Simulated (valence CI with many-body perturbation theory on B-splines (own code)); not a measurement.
**E1 transitions of In XLIII**

Calculated by valence CI with perturbative core correlation (CI+MBPT): five valence electrons over a frozen Dirac-Fock core [He], radial functions for each j: 9 s, 9 p, 8 d, 6 f, 3 g, 1 h, with the one-electron correlation potential Σ1, the two-electron term Σ2, the three-electron term Σ3, Breit, model QED; selected CI, second order for the rest (own B-spline code, finite nucleus).

No measured spectrum was set against this ion. As an estimate, large intervals hold to a few tenths of a per cent, small ones and those within an open d or f shell to about a per cent. Among the levels kept, up to 1400 cm⁻¹ of a level comes from second order outside the variational space, and about a tenth of that is noise between levels of different J, which matters for small intervals.

Lines 101 to 150 of 250 in falling wavelength, among levels below 4308.3 eV, chosen from the strongest by gf and those to the six lowest levels. Wavelengths and rates use the calculated energies. Electric multipoles are in the length gauge, E1 and E2 with the static RPA response of the core. Weak lines are less certain than strong ones. Lines between different terms over intervals too small for the method are left out, as are lines whose strength nearly cancels. The highest levels of a list are the least certain.

Levels are named by their leading jj configuration (3d3/2^4 stands for four electrons in 3d with j = 3/2), which in mixed levels can hold well under half, so a name can repeat and another be missing. Letters in brackets count levels of one name in rising energy.

| λ vac (nm) | Upper | Lower | A (s⁻¹) | log gf | Branch % |
| --- | --- | --- | --- | --- | --- |
| 2.779 | (2p1/2^2 2p3/2^3) J=3/2 | (2s 2p1/2^2 2p3/2^2) J=3/2 | 6.07e+11 | -0.55 | 54.6 |
| 2.779 | (2p1/2 2p3/2^4) J=1/2 | (2s 2p1/2 2p3/2^3) J=1/2 | 3.70e+11 | -1.07 | 25.2 |
| 2.776 | (2s 2p3/2^4) J=1/2 | (2s^2 2p3/2^3) J=3/2 | 8.78e+11 | -0.69 | 95.5 |
| 2.770 | (2p1/2^2 2p3/2^3) J=3/2 | (2s 2p1/2^2 2p3/2^2) J=1/2 | 1.25e+11 | -1.24 | 11.2 |
| 2.724 | (2s 2p1/2^2 2p3/2^2) J=1/2 | (2s^2 2p1/2^2 2p3/2) J=3/2 | 4.17e+11 | -1.03 | 94.1 |
| 2.715 | (2s 2p1/2^2 2p3/2^2) J=3/2 | (2s^2 2p1/2^2 2p3/2) J=3/2 | 6.91e+11 | -0.52 | 95.2 |
| 2.648 | (2s 2p1/2 2p3/2^3) J=3/2 [b] | (2s^2 2p1/2 2p3/2^2) J=5/2 | 7.94e+11 | -0.48 | 76.4 |
| 2.610 | (2s 2p1/2 2p3/2^3) J=1/2 | (2s^2 2p1/2 2p3/2^2) J=3/2 | 6.91e+11 | -0.85 | 69.5 |
| 2.547 | (2s 2p1/2 2p3/2^3) J=3/2 [b] | (2s^2 2p1/2 2p3/2^2) J=3/2 | 1.20e+10 | -2.33 | 1.2 |
| 2.444 | (2p1/2^2 2p3/2^3) J=3/2 | (2s 2p1/2^2 2p3/2^2) J=5/2 | 1.99e+11 | -1.15 | 18.0 |
| 2.000 | (2s 2p1/2 2p3/2^3) J=3/2 [a] | (2s^2 2p1/2^2 2p3/2) J=3/2 | 1.33e+10 | -2.50 | 3.4 |
| 1.824 | (2s 2p1/2 2p3/2^3) J=1/2 | (2s^2 2p1/2^2 2p3/2) J=3/2 | 2.60e+10 | -2.59 | 2.6 |
| 1.793 | (2s 2p1/2 2p3/2^3) J=3/2 [b] | (2s^2 2p1/2^2 2p3/2) J=3/2 | 2.02e+10 | -2.41 | 1.9 |
| 1.777 | (2s 2p3/2^4) J=1/2 | (2s^2 2p1/2 2p3/2^2) J=3/2 | 4.03e+10 | -2.42 | 4.4 |
| 0.3738 | (2s^2 2p1/2^2 3p1/2) J=1/2 | (2s 2p1/2^2 2p3/2^2) J=1/2 | 8.90e+10 | -3.43 | 28.0 |
| 0.3596 | (2s^2 2p1/2^2 3p3/2) J=3/2 | (2s 2p1/2^2 2p3/2^2) J=5/2 | 1.14e+11 | -3.05 | 31.8 |
| 0.3480 | (2s^2 2p1/2 2p3/2 3p1/2) J=3/2 [b] | (2s 2p1/2^2 2p3/2^2) J=1/2 | 2.22e+11 | -2.79 | 18.5 |
| 0.3443 | (2s^2 2p1/2 2p3/2 3p1/2) J=5/2 | (2s 2p1/2^2 2p3/2^2) J=5/2 | 5.80e+10 | -3.21 | 18.8 |
| 0.3433 | (2s^2 2p1/2 2p3/2 3p3/2) J=3/2 [b] | (2s 2p1/2^2 2p3/2^2) J=1/2 | 7.63e+11 | -2.27 | 18.2 |
| 0.3423 | (2s^2 2p1/2 2p3/2 3p1/2) J=3/2 [b] | (2s 2p1/2^2 2p3/2^2) J=5/2 | 2.97e+11 | -2.68 | 24.7 |
| 0.3412 | (2s^2 2p1/2 2p3/2 3p3/2) J=1/2 [b] | (2s 2p1/2^2 2p3/2^2) J=1/2 | 9.54e+11 | -2.48 | 39.1 |
| 0.3398 | (2s^2 2p1/2 2p3/2 3p3/2) J=5/2 [a] | (2s 2p1/2^2 2p3/2^2) J=5/2 | 7.28e+11 | -2.12 | 73.8 |
| 0.3396 | (2s^2 2p1/2^2 3d3/2) J=3/2 | (2s^2 2p1/2 2p3/2^2) J=1/2 | 1.01e+11 | -3.16 | 0.2 |
| 0.3395 | (2s 2p1/2^2 2p3/2 3s) J=3/2 [a] | (2s 2p1/2^2 2p3/2^2) J=1/2 | 9.51e+12 | -1.18 | 26.2 |
| 0.3388 | (2s^2 2p1/2 2p3/2 3p3/2) J=3/2 [a] | (2s 2p1/2^2 2p3/2^2) J=5/2 | 1.00e+11 | -3.16 | 24.2 |
| 0.3377 | (2s^2 2p1/2 2p3/2 3p3/2) J=3/2 [b] | (2s 2p1/2^2 2p3/2^2) J=5/2 | 3.17e+12 | -1.66 | 75.4 |
| 0.3375 | (2s^2 2p1/2 2p3/2 3s) J=3/2 [a] | (2s^2 2p1/2 2p3/2^2) J=1/2 | 1.29e+11 | -3.05 | 0.6 |
| 0.3369 | (2s^2 2p1/2 2p3/2 3s) J=1/2 | (2s^2 2p1/2 2p3/2^2) J=1/2 | 1.17e+13 | -1.40 | 24.4 |
| 0.3369 | (2s^2 2p1/2 2p3/2 3p3/2) J=5/2 [b] | (2s 2p1/2^2 2p3/2^2) J=5/2 | 2.70e+12 | -1.56 | 90.8 |
| 0.3366 | (2s 2p1/2 2p3/2^2 3s) J=3/2 | (2s 2p1/2 2p3/2^3) J=3/2 [a] | 2.38e+13 | -0.79 | 61.7 |
| 0.3358 | (2s 2p1/2^2 2p3/2 3s) J=1/2 | (2s 2p1/2^2 2p3/2^2) J=3/2 | 2.36e+13 | -1.10 | 63.5 |
| 0.3358 | (2s^2 2p1/2 2p3/2 3s) J=3/2 [b] | (2s^2 2p1/2 2p3/2^2) J=1/2 | 1.18e+13 | -1.10 | 25.9 |
| 0.3357 | (2s 2p1/2^2 2p3/2 3s) J=1/2 | (2s 2p1/2^2 2p3/2^2) J=1/2 | 1.30e+13 | -1.36 | 35.0 |
| 0.3356 | (2s 2p1/2^2 2p3/2 3s) J=3/2 [b] | (2s 2p1/2^2 2p3/2^2) J=3/2 | 1.46e+13 | -1.01 | 76.1 |
| 0.3355 | (2s 2p1/2^2 2p3/2 3s) J=5/2 | (2s 2p1/2^2 2p3/2^2) J=5/2 | 9.78e+12 | -1.00 | 93.7 |
| 0.3354 | (2s 2p1/2^2 2p3/2 3s) J=3/2 [b] | (2s 2p1/2^2 2p3/2^2) J=1/2 | 9.62e+10 | -3.19 | 0.5 |
| 0.3354 | (2s^2 2p1/2^2 3d3/2) J=3/2 | (2s^2 2p1/2 2p3/2^2) J=3/2 | 1.95e+11 | -2.88 | 0.4 |
| 0.3351 | (2s^2 2p1/2 2p3/2 3s) J=3/2 [a] | (2s^2 2p1/2 2p3/2^2) J=5/2 | 3.23e+12 | -1.66 | 14.9 |
| 0.3349 | (2s^2 2p1/2^2 3d5/2) J=5/2 | (2s^2 2p1/2 2p3/2^2) J=5/2 | 6.11e+11 | -2.21 | 0.3 |
| 0.3341 | (2s^2 2p3/2^2 3s) J=3/2 | (2s^2 2p3/2^3) J=3/2 | 3.47e+13 | -0.63 | 62.7 |
| 0.3340 | (2s 2p1/2^2 2p3/2 3s) J=3/2 [a] | (2s 2p1/2^2 2p3/2^2) J=5/2 | 2.30e+13 | -0.81 | 63.4 |
| 0.3338 | (2s^2 2p1/2^2 3s) J=1/2 | (2s^2 2p1/2^2 2p3/2) J=3/2 | 3.12e+13 | -0.98 | 99.8 |
| 0.3336 | (2s^2 2p1/2 2p3/2 3s) J=5/2 | (2s^2 2p1/2 2p3/2^2) J=5/2 | 1.43e+13 | -0.84 | 84.5 |
| 0.3334 | (2s^2 2p1/2 2p3/2 3s) J=3/2 [a] | (2s^2 2p1/2 2p3/2^2) J=3/2 | 1.30e+13 | -1.06 | 60.2 |
| 0.3333 | (2s^2 2p1/2 2p3/2 3s) J=3/2 [b] | (2s^2 2p1/2 2p3/2^2) J=5/2 | 2.36e+13 | -0.80 | 52.0 |
| 0.3329 | (2s^2 2p1/2 2p3/2 3s) J=1/2 | (2s^2 2p1/2 2p3/2^2) J=3/2 | 2.86e+13 | -1.02 | 59.6 |
| 0.3320 | (2s^2 2p1/2 2p3/2 3s) J=5/2 | (2s^2 2p1/2 2p3/2^2) J=3/2 | 1.17e+12 | -1.93 | 6.9 |
| 0.3317 | (2s^2 2p1/2 2p3/2 3s) J=3/2 [b] | (2s^2 2p1/2 2p3/2^2) J=3/2 | 4.99e+12 | -1.48 | 11.0 |
| 0.3301 | (2s 2p1/2^2 2p3/2 3s) J=3/2 [b] | (2s 2p1/2^2 2p3/2^2) J=5/2 | 4.04e+12 | -1.58 | 21.0 |
| 0.3245 | (2s 2p1/2^2 2p3/2 3d3/2) J=3/2 | (2s 2p1/2^2 2p3/2^2) J=1/2 | 8.43e+12 | -1.27 | 19.0 |

How does gf follow from A for the line at 2.610 nm?

gf = 1.4992 × (2J+1)_upper × A / σ², with σ = 3831147 cm⁻¹ and 2J+1 = 2: gf = 0.141.
